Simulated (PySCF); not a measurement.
C4H10O, singlet, at a GFN2-xTB geometry; MP2/pcseg-0 in PySCF.

Input for PySCF:
```python
from pyscf import gto, scf, mp

mol = gto.Mole()
mol.atom = '''
    C    -2.50952667   -0.11271046    0.13381353
    C    -1.18241311   -0.05565564   -0.61255972
    C     0.00006199    0.00132060    0.34916149
    C     1.33492427    0.05877013   -0.38525329
    O     2.37065623    0.10911372    0.57317068
    H    -2.55146089   -0.99462734    0.76884867
    H    -3.34093224   -0.15286017   -0.56605456
    H    -2.63091770    0.76660652    0.76220143
    H    -1.16625082    0.82520369   -1.25876653
    H    -1.08678075   -0.93632417   -1.25211817
    H    -0.07888728    0.88179725    0.98877387
    H     0.00049772   -0.87784502    0.99541510
    H     1.36587285    0.94922887   -1.03103334
    H     1.44614708   -0.83012390   -1.02431772
    H     3.21918334    0.14568675    0.12071370
'''
mol.basis = 'pcseg-0'
mol.verbose = 4
mol.build()

mf = scf.RHF(mol)
mf.kernel()

pt = mp.MP2(mf, frozen=5)
pt.kernel()
print('E(MP2) = %.10f' % pt.e_tot)
mf.analyze()
```

Write the output that PySCF gives for this input, abridged.


```
PySCF version 2.14.0

[INPUT] verbose = 4
[INPUT] num. atoms = 15
[INPUT] num. electrons = 42
[INPUT] charge = 0
[INPUT] spin (= nelec alpha-beta = 2S) = 0
[INPUT] symmetry False subgroup None
[INPUT] Mole.unit = angstrom
[INPUT] Symbol           X                Y                Z      unit          X                Y                Z       unit  Magmom
[INPUT]  1 C     -2.509526670000  -0.112710460000   0.133813530000 AA   -4.742318108592  -0.212991900774   0.252870923461 Bohr   0.0
[INPUT]  2 C     -1.182413110000  -0.055655640000  -0.612559720000 AA   -2.234436943995  -0.105173916887  -1.157570105740 Bohr   0.0
[INPUT]  3 C      0.000061990000   0.001320600000   0.349161490000 AA    0.000117144122   0.002495572320   0.659819589345 Bohr   0.0
[INPUT]  4 C      1.334924270000   0.058770130000  -0.385253290000 AA    2.522641267335   0.111059450005  -0.728023206688 Bohr   0.0
[INPUT]  5 O      2.370656230000   0.109113720000   0.573170680000 AA    4.479891010194   0.206195047232   1.083135607831 Bohr   0.0
[INPUT]  6 H     -2.551460890000  -0.994627340000   0.768848670000 AA   -4.821562299639  -1.879573268605   1.452913417536 Bohr   0.0
[INPUT]  7 H     -3.340932240000  -0.152860170000  -0.566054560000 AA   -6.313446934330  -0.288863856654  -1.069688089961 Bohr   0.0
[INPUT]  8 H     -2.630917700000   0.766606520000   0.762201430000 AA   -4.971713909271   1.448676368106   1.440351954452 Bohr   0.0
[INPUT]  9 H     -1.166250820000   0.825203690000  -1.258766530000 AA   -2.203894642349   1.559408971080  -2.378723996469 Bohr   0.0
[INPUT] 10 H     -1.086780750000  -0.936324170000  -1.252118170000 AA   -2.053717974949  -1.769396245111  -2.366160416892 Bohr   0.0
[INPUT] 11 H     -0.078887280000   0.881797250000   0.988773870000 AA   -0.149075353912   1.666355299895   1.868511813426 Bohr   0.0
[INPUT] 12 H      0.000497720000  -0.877845020000   0.995415100000 AA    0.000940554487  -1.658886667613   1.881061919257 Bohr   0.0
[INPUT] 13 H      1.365872850000   0.949228870000  -1.031033340000 AA    2.581125607479   1.793782593830  -1.948370637896 Bohr   0.0
[INPUT] 14 H      1.446147080000  -0.830123900000  -1.024317720000 AA    2.732821917039  -1.568706820456  -1.935679955339 Bohr   0.0
[INPUT] 15 H      3.219183340000   0.145686750000   0.120713700000 AA    6.083374857363   0.275308057478   0.228115832483 Bohr   0.0

nuclear repulsion = 185.584965140894
number of shells = 20
number of NR pGTOs = 105
number of NR cGTOs = 65
basis = pcseg-0
ecp = {}

******** <class 'pyscf.scf.hf.RHF'> ********
method = RHF
initial guess = minao
damping factor = 0
level_shift factor = 0
DIIS = <class 'pyscf.scf.diis.CDIIS'>
diis_start_cycle = 1
diis_space = 8
diis_damp = 0
SCF conv_tol = 1e-09
SCF conv_tol_grad = None
SCF max_cycles = 50
direct_scf = True
direct_scf_tol = 1e-13
Set gradient conv threshold to 3.16228e-05
Initial guess from minao.
init E= -232.172159777153
  HOMO = -0.328862819473885  LUMO = 0.125740667913854  gap/eV = 12.37039
cycle= 1 E= -231.389952361634  delta_E= 0.782  |g|= 0.495  |ddm|= 3.29
  HOMO = -0.39771720602982  LUMO = 0.177244801859691  gap/eV = 15.64551
cycle= 2 E= -231.4492615722  delta_E= -0.0593  |g|= 0.244  |ddm|= 0.768
  HOMO = -0.440229005107625  LUMO = 0.191986854751928  gap/eV = 17.20347
cycle= 3 E= -231.460310533348  delta_E= -0.011  |g|= 0.0462  |ddm|= 0.268
  HOMO = -0.433113536193897  LUMO = 0.195566568815477  gap/eV = 17.10726
cycle= 4 E= -231.460986298934  delta_E= -0.000676  |g|= 0.00767  |ddm|= 0.0689
  HOMO = -0.435672194589519  LUMO = 0.194948283287235  gap/eV = 17.16006
cycle= 5 E= -231.461005251452  delta_E= -1.9e-05  |g|= 0.00214  |ddm|= 0.0135
  HOMO = -0.435457135338602  LUMO = 0.195056494053175  gap/eV = 17.15715
cycle= 6 E= -231.461007181184  delta_E= -1.93e-06  |g|= 0.0004  |ddm|= 0.00512
  HOMO = -0.435529063791354  LUMO = 0.195067906294921  gap/eV = 17.15942
cycle= 7 E= -231.461007267758  delta_E= -8.66e-08  |g|= 9.29e-05  |ddm|= 0.0012
  HOMO = -0.435539190686972  LUMO = 0.195067194974065  gap/eV = 17.15967
cycle= 8 E= -231.461007272193  delta_E= -4.43e-09  |g|= 3.21e-05  |ddm|= 0.000223
  HOMO = -0.435538024658775  LUMO = 0.195066219794308  gap/eV = 17.15962
cycle= 9 E= -231.461007272665  delta_E= -4.73e-10  |g|= 6.32e-06  |ddm|= 6.43e-05
  HOMO = -0.435537752514614  LUMO = 0.195066443314124  gap/eV = 17.15961
Extra cycle  E= -231.46100727269  delta_E= -2.5e-11  |g|= 2.73e-06  |ddm|= 1.34e-05
converged SCF energy = -231.46100727269

******** <class 'pyscf.mp.mp2.RMP2'> ********
nocc = 16, nmo = 60
frozen orbitals 5
E(RMP2) = -231.951256235306  E_corr = -0.49024896261597
E(SCS-RMP2) = -231.95508290854  E_corr = -0.494075635850169
E_corr(same-spin) = -0.108718983794993
E_corr(oppo-spin) = -0.381529978820976
E(MP2) = -231.9512562353
**** SCF Summaries ****
Total Energy =                        -231.461007272690182
Nuclear Repulsion Energy =             185.584965140894127
One-electron Energy =                 -680.916126485677296
Two-electron Energy =                  263.870154072092987
Two-electron Coulomb Energy =          296.235350315520350
DFT Exchange-Correlation Energy =      -32.365196243427363
HOMO-LUMO gap [eV] =                    17.159614198527464
**** MO energy ****
MO #1   energy= -20.541849254539   occ= 2
MO #2   energy= -11.2804912604428  occ= 2
MO #3   energy= -11.2283365990693  occ= 2
MO #4   energy= -11.2219717853539  occ= 2
MO #5   energy= -11.2163504387898  occ= 2
MO #6   energy= -1.35657977121498  occ= 2
MO #7   energy= -1.08401854404885  occ= 2
MO #8   energy= -0.980807961623584 occ= 2
MO #9   energy= -0.856448930718928 occ= 2
MO #10  energy= -0.798321177486477 occ= 2
MO #11  energy= -0.685357183044463 occ= 2
MO #12  energy= -0.672419158124931 occ= 2
MO #13  energy= -0.613594559997209 occ= 2
MO #14  energy= -0.60002305864847  occ= 2
MO #15  energy= -0.564766156830606 occ= 2
MO #16  energy= -0.528639887329204 occ= 2
MO #17  energy= -0.509254300818961 occ= 2
MO #18  energy= -0.478581021940915 occ= 2
MO #19  energy= -0.473909899235686 occ= 2
MO #20  energy= -0.460647236379697 occ= 2
MO #21  energy= -0.435537752514614 occ= 2
MO #22  energy= 0.195066443314124  occ= 0
MO #23  energy= 0.20597433453374   occ= 0
MO #24  energy= 0.236596449535055  occ= 0
MO #25  energy= 0.237692705933629  occ= 0
MO #26  energy= 0.25871053190527   occ= 0
MO #27  energy= 0.303028685308992  occ= 0
MO #28  energy= 0.303751747434403  occ= 0
MO #29  energy= 0.312405918351675  occ= 0
 ** Mulliken pop on meta-lowdin orthogonal AOs  **
 ** Mulliken pop  **
 ** Mulliken atomic charges  **
charge of    0C =     -0.28668
charge of    1C =     -0.18031
charge of    2C =     -0.17706
charge of    3C =      0.06618
charge of    4O =     -0.55056
charge of    5H =      0.09641
charge of    6H =      0.09694
charge of    7H =      0.09641
charge of    8H =      0.08950
charge of    9H =      0.08950
charge of   10H =      0.10081
charge of   11H =      0.10081
charge of   12H =      0.07690
charge of   13H =      0.07690
charge of   14H =      0.30425
Dipole moment(X, Y, Z, Debye):  0.10168, -0.00330, -2.08962
```
